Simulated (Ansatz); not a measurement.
Geometry optimisation, RKS B3LYP-D4/6-31G (Ansatz).

Input file:

```yaml
crystal:
  periodic: [false, false, false]
  atoms:
    - { symbol: Si, position_ang: [0.0, 0.0, 0.0] }
    - { symbol: Cl, position_ang: [0.0, 0.0, 2.13] }
    - { symbol: C, position_ang: [1.7634, 0.0, -0.6227] }
    - { symbol: H, position_ang: [2.1111, -1.0463, -0.7509] }
    - { symbol: H, position_ang: [1.8119, 0.5276, -1.5981] }
    - { symbol: H, position_ang: [2.4154, 0.5187, 0.1108] }
    - { symbol: O, position_ang: [-0.7913, 1.3709, -0.5594] }
    - { symbol: C, position_ang: [-2.1512, 1.4177, -0.9653] }
    - { symbol: H, position_ang: [-2.7687, 0.8215, -0.2614] }
    - { symbol: H, position_ang: [-2.5023, 2.4707, -0.9639] }
    - { symbol: H, position_ang: [-2.2473, 0.9975, -1.9882] }
    - { symbol: C, position_ang: [-0.8808, -1.5259, -0.6227] }
    - { symbol: H, position_ang: [-1.3804, -2.0377, 0.2261] }
    - { symbol: H, position_ang: [-1.6409, -1.2332, -1.3768] }
    - { symbol: H, position_ang: [-0.1449, -2.2146, -1.0879] }
basis:
  gaussian: { orbitals: "6-31G" }
hamiltonian:
  xc: b3lyp
  dispersion: d4
relax:
  f_tol: 0.02
  max_steps: 40
```

Run as:

```bash
$ ansatz run input.yaml --threads 2 --pin off --max-ram 3072MiB --backend cpu --events-out ev --progress --plain --runs-dir out
```

Question: Where does it end, and by what steps?

Answer: The forces met the threshold. The force dipped under the threshold on the way, but the program's further checks kept it going. Limits of this set-up: no polarisation functions. After 13 steps the energy has fallen by 0.385 eV; H14 moved furthest, 1.23 Å.

| step | energy less start (eV) | largest force component (eV/Å) | accepted |
| --- | --- | --- | --- |
| 0 | 0.0000 | 1.099 | yes |
| 1 | -0.2141 | 0.561 | yes |
| 2 | -0.2638 | 0.274 | yes |
| 3 | -0.2922 | 0.218 | yes |
| 4 | -0.3128 | 0.294 | yes |
| 5 | -0.3363 | 0.218 | yes |
| 6 | -0.3629 | 0.086 | yes |
| 7 | -0.3660 | 0.404 | yes |
| 8 | -0.3742 | 0.338 | yes |
| 9 | -0.3840 | 0.047 | yes |
| 10 | -0.3847 | 0.016 | yes |
| 11 | -0.3850 | 0.050 | yes |
| 12 | -0.3852 | 0.038 | yes |
| 13 | -0.3853 | 0.017 | yes |

```xyz
15
Properties=species:S:1:pos:R:3
Si -0.023 -0.153 -0.249
Cl -0.283 -0.194 1.955
C 1.807 0.075 -0.623
H 2.394 -0.754 -0.216
H 1.961 0.123 -1.706
H 2.164 1.009 -0.181
O -0.821 1.244 -0.847
C -2.216 1.602 -0.663
H -2.431 1.782 0.396
H -2.383 2.518 -1.230
H -2.882 0.816 -1.040
C -0.808 -1.757 -0.884
H -1.865 -1.816 -0.611
H -0.724 -1.805 -1.976
H -0.297 -2.623 -0.454
```

Whether the end is a true minimum wasn't checked by a vibrational analysis.

The run took 110 s on 2 threads of Intel(R) Xeon(R) Processor @ 2.50GHz (Skylake/Cascade Lake) (shared host), peak memory 0.22 GiB.
